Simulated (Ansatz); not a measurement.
C6H13N3Zr, SMILES `C[C@@]12[C@H]3[C@H]4[C@H]5[C@@H]1[Zr]4532([NH2])([NH2])[NH2]`. Charge 0, multiplicity 1. Zr takes the def2 core potential. The structure was optimised at the PBE0-D4/def2-TZVP level. It is one conformer, not always the lowest.

```xyz
23

C    -1.539    0.354    2.194
C    -0.904   -0.531    1.175
C     0.350   -1.167    1.279
C     0.544   -1.974    0.135
C    -0.600   -1.850   -0.680
C    -1.483   -0.952   -0.048
Zr    0.563    0.405   -0.722
N     0.206    0.482   -2.743
N     2.609    0.432   -0.562
N    -0.038    2.246   -0.043
H    -2.184   -0.226    2.861
H    -2.155    1.122    1.723
H    -0.790    0.849    2.816
H     1.055   -1.038    2.089
H     1.415   -2.578   -0.078
H    -0.754   -2.329   -1.635
H    -2.444   -0.630   -0.427
H    -0.631    0.240   -3.254
H     0.951    0.640   -3.408
H     3.258   -0.335   -0.462
H     3.111    1.297   -0.407
H    -0.219    3.004   -0.687
H    -0.318    2.538    0.883
```

Question: What is the dipole moment at B3LYP/def2-TZVPP? (Estimate.)

Answer: The calculation gave: 0.35 D, with components (-0.23, -0.03, 0.26) D in this frame, pointing from negative to positive charge.

Question: And with PBE, r2SCAN, ωB97M-V? (Best estimate.)

Answer: The calculation gave: PBE 0.26 D, r2SCAN 0.31 D, ωB97M-V 0.48 D.

Question: Give the Mulliken charges with B3LYP, ωB97M-V, PBE in def2-TZVPP. (Best estimate.)

Answer: Ansatz gave: 
| atom | B3LYP | ωB97M-V | PBE |
| --- | --- | --- | --- |
| C1 | -0.30 | -0.37 | -0.29 |
| C2 | -0.01 | -0.08 | -0.03 |
| C3 | -0.14 | -0.10 | -0.12 |
| C4 | -0.18 | -0.18 | -0.15 |
| C5 | -0.15 | -0.15 | -0.14 |
| C6 | -0.17 | -0.12 | -0.12 |
| Zr7 | 1.03 | 0.93 | 0.82 |
| N8 | -0.55 | -0.49 | -0.51 |
| N9 | -0.54 | -0.49 | -0.51 |
| N10 | -0.54 | -0.48 | -0.50 |
| H11 | 0.10 | 0.12 | 0.10 |
| H12 | 0.09 | 0.12 | 0.09 |
| H13 | 0.09 | 0.12 | 0.09 |
| H14 | 0.13 | 0.13 | 0.12 |
| H15 | 0.13 | 0.13 | 0.12 |
| H16 | 0.13 | 0.13 | 0.12 |
| H17 | 0.13 | 0.13 | 0.12 |
| H18 | 0.11 | 0.09 | 0.12 |
| H19 | 0.14 | 0.12 | 0.15 |
| H20 | 0.11 | 0.09 | 0.12 |
| H21 | 0.14 | 0.12 | 0.15 |
| H22 | 0.14 | 0.12 | 0.15 |
| H23 | 0.11 | 0.09 | 0.12 |

B3LYP here is the variant with VWN-RPA as its local correlation; programs differ in this.
